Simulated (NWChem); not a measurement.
Species: SiNH4, doublet; SMILES [NH][SiH3]

```xyz
6

N      0.0846    -1.2415     0.2253
Si    -0.0159     0.5119     0.0416
H      0.6671    -1.6543    -0.5163
H     -0.8542     1.0841     1.1300
H     -0.6249     0.8565    -1.2850
H      1.3540     1.1196     0.1008
```
Atoms are numbered in this order, from 1.

Program: NWChem. Geometry optimised at PBE0/def2-SVP; all other runs use it. Pople sets run with spherical d functions. Spin-unrestricted. Vzz has the sign of the potential's second derivative. Excited states of an open shell can be spin-contaminated.

| quantity | level | value |
|---|---|---|
| Vzz N1 (a.u.) | UHF/def2-SVP | -0.938 |
| solvation free energy (kcal/mol) in methanol | PBE/def2-SVP, SMD | -2.3 |
| lowest empty minus highest occupied level, either spin (eV) | MN15/def2-TZVP | 6.13 |
| vertical, lowest state with f > 0.02 (eV) | LDA (Slater exchange, VWN5)/6-31+G*, TDA | 3.98 |
| A(iso) 1H atom 4 (MHz) | PBE0/IGLO-II | -4.1 |
| dipole (D) | PBE0/def2-SVP | 1.47 |
| highest harmonic frequency (cm⁻¹) | PBE0/def2-SVP | 3486 |
